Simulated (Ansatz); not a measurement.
Two structures of SiH₃BrF₂, singlet, reached by relaxing down either side of one saddle point (PBE0-D4/def2-TZVP). Energies are electronic, without zero-point energy. Program: Ansatz 0.2.0. Basis: def2-TZVPP and def2-QZVPP. Cores are frozen in the correlated methods. Filled d shells of the heavier atoms are correlated. The def2 sets are not built for correlating such inner shells, so the correlated values are less sure here. Extrapolation: Hartree–Fock as exp(−7.88 √X), correlation as X^−2.97. First:

Si1  (-0.716, -0.394, 0.700)
Br2  (0.663, -2.048, 0.348)
F3  (-1.431, -0.017, -0.655)
F4  (0.100, 0.869, 1.178)
H5  (-1.724, -0.736, 1.708)
H6  (1.493, 0.946, -1.937)
H7  (1.615, 1.381, -1.343)
(Å)

Second:

```xyz
7
angstrom
Si -0.4520 0.7471 0.4596
Br 1.8095 -2.0652 -0.6446
F -0.8956 0.0704 -0.9126
F -1.5005 1.8956 0.7725
H -0.5331 -0.2638 1.5279
H 0.6985 -1.7464 -1.4739
H 0.8730 1.3624 0.2713
```

(1) Which bonds change from the first to the second?

(2) Give the saddle point's structure and its height above each. (Judge from chemistry; the value comes from the calculation.)

No T1 diagnostic of these runs exceeds 0.011.

Results:

(1) SiHBrF₂ ([F][SiH]([F])[Br]) + H₂ → SiH₂F₂ ([F][SiH2][F]) + HBr; bonds formed: Si1–H7, Br2–H6; bonds broken: Si1–Br2, H6–H7.

(2) By the calculation: 225.6 kJ/mol above the first and 154.8 kJ/mol above the second (CCSD(T) at an estimated basis limit (MP2 extrapolated from triple and quadruple zeta, plus CCSD(T) − MP2 in triple zeta)).
```
7
angstrom
Si -0.3873 0.1733 0.2804
Br 0.8358 -1.9544 -0.5862
F -1.5862 -0.1242 -0.6915
F -0.6050 1.7200 0.6167
H -0.2792 -0.4278 1.6046
H 1.0783 -0.1474 -0.6783
H 0.9435 0.7605 -0.5455
```

Labels in which every atom is bracketed show which atoms are joined, not bond orders.

For scale, one of the runs: CCSD(T)/def2-TZVPP, 194 basis functions, launched by `ansatz run in.yaml --threads 4 --pin off --events-out ev --progress --plain --max-ram 9574MiB`. The run took 95 s on 4 CPU threads of an Arm Neoverse V1 (shared host), with 2.3 GiB of host memory at its peak.
